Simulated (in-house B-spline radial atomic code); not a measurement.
# Ionising Mg VII (Mg6+) with different functionals

Computed with a radial B-spline atomic code at the basis-set limit: scalar-relativistic (spin-free X2C) Hamiltonian, Fermi nucleus of rms radius 3.057 fm, spin-polarised at highest spin, spherical fractional occupations for the functionals, the average over the highest-spin determinants for Hartree-Fock. The ionisation energy is the difference of two self-consistent energies, [He] 2s2 2p2 → [He] 2s2 2p1, without Breit or QED terms; ε is the level of the shell that loses the electron (its least bound occupied spin orbital).

Hybrids are left out here: with spherical fractional occupations of an open shell their exact exchange keeps a self-interaction that integer-occupation calculations don't have.

```tsv
method	rung	ΔSCF (eV)	-ε(2p) (eV)
Hartree-Fock	Hartree-Fock	225.09	226.18
LDA VWN5	LDA	225.88	206.26
LDA PW92	LDA	225.86	206.25
LDA exchange-only	LDA	224.12	204.59
PBE	GGA	225.99	206.38
PBEsol	GGA	225.69	206.12
BLYP	GGA	226.22	206.52
RPBE	GGA	225.91	206.34
PW91	GGA	226.27	206.64
BP86	GGA	226.04	206.42
AM05	GGA	225.60	206.05
OLYP	GGA	226.49	207.02
TPSS	meta-GGA	226.24	206.76
SCAN	meta-GGA	226.90	207.90
r2SCAN	meta-GGA	226.79	207.76
revTPSS	meta-GGA	225.87	206.44
```

Task: How do they compare with the NIST value?

Result: NIST lists 225.02 eV ± 0.06 (semi-empirical, ground level to ground level). Errors run from -0.90 to +1.88 eV; Hartree-Fock is closest (+0.07 eV), but part of that can be cancellation, since the calculations leave out spin-orbit coupling, Breit-QED terms, multiplet and fine-structure energies. Hartree-Fock also lacks correlation.
